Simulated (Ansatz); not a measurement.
**ClGeHO: where a starting geometry ends**

The starting geometry of this gas-phase singlet was optimised with GFN2-xTB; its bonds are those of `[O]=[GeH][Cl]`.

```xyz
4

Cl   -0.9848    0.2847   -2.0747
Ge   -2.3247    0.4409   -0.4873
O    -2.0612   -0.3350    0.8611
H    -3.4929    1.3563   -0.8326
```

**Question.** Predict what becomes of its bonds when it is optimised with B3LYP-D3(BJ)/def2-SVP.

**Answer.** It keeps its bonds, and is `[O]=[GeH][Cl]`.

The energy falls by 0.14 eV over 5 steps:

```
step  E − E(last) (eV)
   1             0.144
   2             0.010
   3             0.000
   4             0.000
   5             0.000
```

Final geometry (Å):

```json
{"atom": "Cl", "x (Å)": "-0.9781", "y (Å)": "0.3114", "z (Å)": "-2.1441"}
{"atom": "Ge", "x (Å)": "-2.3262", "y (Å)": "0.4327", "z (Å)": "-0.4654"}
{"atom": "O", "x (Å)": "-2.0776", "y (Å)": "-0.3602", "z (Å)": "0.9407"}
{"atom": "H", "x (Å)": "-3.4815", "y (Å)": "1.3630", "z (Å)": "-0.8647"}
```

Frequencies at the end are all real (lowest 212 cm⁻¹). Run with Ansatz 0.2.0, 8.1 s on 1 thread of Arm Neoverse V2, on a shared host.
